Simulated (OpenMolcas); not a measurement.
Ag2+ with 6 ligands (fluoride) in octahedral coordination (Oh) at 2.18 Å. A charge of +0.667 e stands 2.6 Å behind each ligand. Ligand basis ANO-RCC-VDZP.
```
Ag    0.0000    0.0000    0.0000
F     2.1800    0.0000    0.0000
F     0.0000    2.1800    0.0000
F    -2.1800    0.0000    0.0000
F     0.0000   -2.1800    0.0000
F     0.0000    0.0000    2.1800
F     0.0000    0.0000   -2.1800
```

```yaml
Program: OpenMolcas 26.06
Method: "SS-CASPT2, IPEA 0.25 Eh, imaginary shift 0.1 Eh (closed shells correlated: 4s 4p and the ligand valence shells)"
Basis: ANO-RCC-VDZP [6s5p3d1f]
Scalar_Hamiltonian: DKH2, point nucleus
Active_space: 9 electrons in 5 orbitals (4d)
State_averaging: 2S+1 = 2 even, 5 roots
Spin-orbit_coupling: state interaction with AMFI integrals over the reference wave functions
```

Task: What is the spin-free ground state (labels of O, the rotations of Oh)?

Result: 2E, 2-fold in its orbital part, 100 % from free-ion D terms; it has the highest spin that d9 allows.

Task: Where is the first state of the same spin?

Result: 2T2 at 11000 cm-1 above the ground state.

Task: What are the lowest two levels with spin-orbit coupling?

Result: A 4-fold level Γ8, then a 2-fold level Γ7 9620 cm-1 above it. Their leading multiplicities are 2 (100 %) and 2 (100 %).

Task: What is χT at 300 K, and how does it compare with the textbook value?

Result: The lowest level has 2S+1 = 2, for which the spin-only value is χT = S(S+1) / 2 = 0.375 cm3 K/mol (g = 2). The computed 0.607 at 300 K differs by +0.232, through orbital momentum, spin-orbit coupling and any other state in reach.

Task: Which ligand-field parameters describe the states?

Result: The gap between the two states is 10Dq = 10994 cm-1. 

Roots that are degenerate in the reference are averaged as groups; the widest CASPT2 spread within a group is 75 cm-1 (the 3-fold group of multiplicity 2 near 11000 cm-1 above the lowest state of its run). Shifts and gaps below about the spread of the groups concerned are not significant. Over all roots computed the reference weight is 0.71; a low but even weight reflects the number of correlated electrons. An orbital doublet at a regular site is open to a Jahn-Teller distortion, which this geometry leaves out. Ligand-to-metal charge-transfer states are missing. With one d shell and no ligand orbital active, 10Dq can be off by a tenth or more. Free-ion shares, where given, are those of the reference states; single-state CASPT2 does not remix them. The distance lies 3 % under the 2.25 Å that this model takes as the normal distance (a Shannon-type radius plus a fixed donor radius); by an R⁻⁵ law this alone changes a d-shell field by about +17 %. No measured value stands beside these numbers; the geometry was imposed, not optimised, and the real ion may take another.
